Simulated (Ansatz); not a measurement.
HITe (SMILES [TeH]I) moved off its minimum; all values from Ansatz (a quantum-chemistry and plane-wave program), cores frozen in correlated methods. Elements past Kr take the def2 small-core potentials, without spin–orbit coupling.
(charge 0, multiplicity 1)
```xyz
3

Te     0.4020     0.8588     0.9103
H      0.7417     2.1089    -0.2377
I     -0.4851    -0.9222    -0.8199
```

Task: Give the forces (eV/Å), the total energy and the dipole at CCSD(T)/def2-TZVPPD.

Result: 
```json
[
 {"atom": "Te1", "Fx": "0.532", "Fy": "1.356", "Fz": "0.118"},
 {"atom": "H2", "Fx": "-0.213", "Fy": "-0.736", "Fz": "0.563"},
 {"atom": "I3", "Fx": "-0.318", "Fy": "-0.620", "Fz": "-0.681"}
]
```
Energy -564.5802 hartree, dipole 0.82 D.
